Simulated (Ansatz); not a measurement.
Input for Ansatz (a quantum-chemistry and plane-wave program): R-CCSD(T)/cc-pVDZ on CH5BO (SMILES CBO), a point of a torsion scan.

Ansatz 0.2 input:
```yaml
crystal:
  periodic: [false, false, false]
  atoms:
    - {symbol: C, position_ang: [0.87909607, -0.14825898, 0.02283286]}
    - {symbol: B, position_ang: [-0.46271877, 0.70787915, 0.00725564]}
    - {symbol: O, position_ang: [-1.52703072, 0.35070605, -0.70977844]}
    - {symbol: H, position_ang: [1.30105145, -0.22605902, -0.97917148]}
    - {symbol: H, position_ang: [1.64731819, 0.26672105, 0.66758227]}
    - {symbol: H, position_ang: [0.68833047, -1.16830964, 0.35606944]}
    - {symbol: H, position_ang: [-0.59057868, 1.70016702, 0.62144429]}
    - {symbol: H, position_ang: [-1.45406772, -0.45621732, -1.22344609]}
basis:
  gaussian:
    orbitals: cc-pVDZ
magnetization: {spin_polarized: false}
correlation: {method: ccsd_t, electrons: outside_noble_gas}
scf: {lower_state_search: off}
```

Program output:

```
WARN ansatz: RAYON_NUM_THREADS=2 ignored (pool sized by the plan → 2); use --threads N
Functional definition: HF
these checks for a lower state are left out or cut short: stability, starts, cluster_reference, orbital_swaps, neighbouring_geometries, increment
integrals: 0.04 GiB planned
605 factors; integrals over basis functions are off by at most 1.2e-3 eV
mean field: 0.10 GiB planned
mean field evaluation 1: about -3817.5152 eV, gradient 3.4e1 eV
mean field evaluation 2: about -3817.5166 eV, gradient 3.4e1 eV
mean field evaluation 4: about -3820.0817 eV, gradient 3.2e0 eV
mean field evaluation 8: about -3820.1144 eV, gradient 1.3e-4 eV
mean field -3820.11438145 eV, -140.3866141518 hartree, gradient 9.5e-7 eV, S^2 0.000000; 0 other end points of the search recorded, 0 dependent functions left out
3 core orbitals not correlated
reference -3820.11438145 eV, -140.3866141518 hartree; 9, 9 occupied and 55, 55 virtual orbitals, 605 factors
second order -11.42051471 eV of doubles, -0.00000000 eV of singles
coupled cluster: 0.15 GiB planned
cycle   1  -11.98750280 eV  change   -5.7e-1 eV  update   7.6e-2
cycle   2  -12.28476337 eV  change   -3.0e-1 eV  update   2.2e-2
cycle   3  -12.35625126 eV  change   -7.1e-2 eV  update   1.2e-2
cycle   4  -12.35296060 eV  change    3.3e-3 eV  update   3.5e-3
cycle   5  -12.35263951 eV  change    3.2e-4 eV  update   1.3e-3
cycle   6  -12.35260673 eV  change    3.3e-5 eV  update   3.6e-4
cycle   7  -12.35246491 eV  change    1.4e-4 eV  update   1.0e-4
cycle   8  -12.35245506 eV  change    9.9e-6 eV  update   3.1e-5
cycle   9  -12.35246140 eV  change   -6.3e-6 eV  update   8.4e-6
perturbative correction -0.29899326 eV, -0.0109877995 hartree
Total energy: -3832.76583611 eV, -140.8515465349 hartree
Checks for a lower state left out: stability, starts, cluster_reference, orbital_swaps, neighbouring_geometries, increment
```

The run converged.

Cost: very roughly 1.7 core-seconds.
